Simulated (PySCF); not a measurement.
Start geometry of 3-bromopropyne (`BrCC#C`) from GFN2-xTB (Å):
```
atom  x, y, z in Å
C1     1.596   -0.599    0.358
C2     0.469   -0.299    0.089
C3    -0.867    0.124   -0.224
Br4   -1.050    2.088   -0.045
H5     2.576   -0.893    0.589
H6    -1.595   -0.308    0.463
H7    -1.126   -0.107   -1.258
```

What comes out of this run: PySCF 2.14.0, PBE0-D3(BJ)/def2-TZVP geometry optimisation, gas phase?

```
atom  x, y, z in Å
C1     1.6412   -0.5198    0.3199
C2     0.5031   -0.2329    0.0725
C3    -0.8634    0.0939   -0.2306
Br4   -1.2953    1.9457    0.2321
H5     2.6526   -0.7685    0.5390
H6    -1.5607   -0.5211    0.3352
H7    -1.0742   -0.0004   -1.2943
```

The energy falls by 0.36 kcal/mol over 6 energy and gradient evaluations, the largest force component goes from 0.0121 to 1.6e-04 Eh/bohr, and the atoms move by 0.030 Å rms after alignment. The bond that changes most is C3–Br4 (sp3 C–Br carbon to alkyl bromine), which shortens by 0.023 Å. Bonds longer at the end by more than 0.005 Å: 1 of 6; shorter: 1. Rotational constants go from 20035, 2200, 2008 to 21411, 2165, 1991 MHz. The orientation of the end geometry is arbitrary; only internal coordinates are fixed.

The run used 159 basis functions and 42 SCF cycles in all. The run took 39 s wall on one thread, Intel Xeon Platinum 8488C (x86_64), no GPU, shared host with 96 logical CPUs at a one-minute load of 61, and the process peaked at 0.63 GiB of memory.

No PBE0-D3(BJ)/def2-TZVP frequencies stand behind this structure, so it isn't proved a minimum.
